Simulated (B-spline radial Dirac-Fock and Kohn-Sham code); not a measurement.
Level of theory: the Dirac equation of a negative muon with reduced mass in the field of a spherical finite nucleus, with the Uehling potential to all orders; nuclear polarisation, deformation, hyperfine structure, self-energy, higher-order vacuum polarisation, relativistic recoil and electron screening are left out; a radial B-spline solver. The nuclear charge is a Fermi distribution (skin thickness 2.3 fm).

Task: A muonic atom of atomic mass 63.94 u emits these computed lines: 2p3/2 → 1s1/2 1696 keV, 3d5/2 → 2p3/2 378.2 keV, 4f7/2 → 3d5/2 132.0 keV, 5g9/2 → 4f7/2 60.93 keV. Which element is it, and what rms charge radius was used?

Result: Gallium (Z = 31, nuclide ⁶⁴Ga); the high transitions hardly feel the nucleus and fix Z. The 2p → 1s line lies 361.7 keV below the value for a point nucleus without QED, which for this nuclear model gives a radius near 3.94 fm (3.939 fm was used).
